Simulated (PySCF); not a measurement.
C₄H₁₀Si₂, SMILES C=C[SiH2]/C=C/[SiH3]. The structure is a stationary point at PBE-D3(BJ)/def2-SVP. The structure was generated by enumeration; whether it is a known compound was not checked. One conformer was computed; it need not be the lowest.

Computed equilibrium geometry at PBE-D3(BJ)/def2-SVP (PySCF confirms it by a frequency run) as Cartesian coordinates in Å (one conformer of several):
```xyz
16

C      3.6338    -0.9178    -0.0936
C      2.5720    -0.3130     0.4768
Si     1.2988     0.6836    -0.4824
C     -0.4132    -0.0952    -0.3448
C     -1.4878     0.5176     0.2107
Si    -3.1915    -0.2665     0.3670
H      3.8271    -0.8494    -1.1787
H      4.3606    -1.5069     0.4929
H      2.4328    -0.4211     1.5695
H      1.1940     2.0877     0.0566
H      1.7454     0.7236    -1.9222
H     -0.5367    -1.1269    -0.7317
H     -1.3606     1.5485     0.5989
H     -4.2268     0.5532    -0.3590
H     -3.6131    -0.3447     1.8118
H     -3.1541    -1.6529    -0.2164
```
Charge 0, spin multiplicity 1.
